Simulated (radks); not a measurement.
Sb3+, configuration [Kr] 4d9.5 5s2 4f0.5 (fractional occupations, a model configuration). Method: scalar-relativistic Kohn-Sham, revPBE, spin-unpolarised, spherical densities, point nucleus; computed with a radial shooting solver on a logarithmic mesh with Libxc functionals.

Normalised radial functions P(r) = r R(r), r in bohr:

r,3p,4p
0.00324,0.0195,0.0085
0.003772,0.0254,0.0111
0.004391,0.0332,0.0145
0.005112,0.0432,0.0189
0.005904,0.0555,0.0242
0.006873,0.0720,0.0315
0.008001,0.0932,0.0407
0.009241,0.1186,0.0518
0.01076,0.1523,0.0665
0.01252,0.1944,0.0849
0.01446,0.2435,0.1063
0.01684,0.3063,0.1336
0.0196,0.3817,0.1664
0.02264,0.4650,0.2025
0.02635,0.5650,0.2458
0.03068,0.6753,0.2932
0.03543,0.7848,0.3400
0.04125,0.8984,0.3878
0.04802,0.9982,0.4287
0.05546,1.0656,0.4544
0.06456,1.0894,0.4591
0.07516,1.0429,0.4310
0.0868,0.9154,0.3659
0.101,0.6781,0.2507
0.1176,0.3323,0.0880
0.1369,-0.1072,-0.1122
0.1582,-0.5774,-0.3167
0.1841,-1.0762,-0.5156
0.2143,-1.5090,-0.6555
0.2475,-1.7952,-0.6944
0.2882,-1.9189,-0.6058
0.3355,-1.8447,-0.3753
0.3875,-1.6164,-0.0464
0.4511,-1.2693,0.3646
0.5251,-0.8923,0.7652
0.6064,-0.5729,1.0631
0.706,-0.3158,1.2330
0.8219,-0.1504,1.2333
0.9492,-0.0640,1.0987
1.105,-0.0218,0.8684
1.286,-0.0060,0.6122
1.486,-0.0014,0.3945
1.73,-0.0002,0.2197
2.013,0.0000,0.1067
2.325,0.0000,0.0466
2.707,0.0000,0.0164
3.151,0.0000,0.0047
3.669,0.0000,0.0011
4.237,0.0000,0.0002
4.933,0.0000,0.0000
5.742,0.0000,0.0000
6.632,0.0000,0.0000
7.72,0.0000,0.0000
8.988,0.0000,0.0000
10.38,0.0000,0.0000
12.08,0.0000,0.0000

3p: eigenvalue -785.99 eV, 1 radial node at r = 0.132 bohr, <r> = 0.329 bohr, 90 % of the charge inside 0.493 bohr. 4p: eigenvalue -136.31 eV, 2 radial nodes at r = 0.126, 0.394 bohr, <r> = 0.848 bohr, 90 % of the charge inside 1.24 bohr.
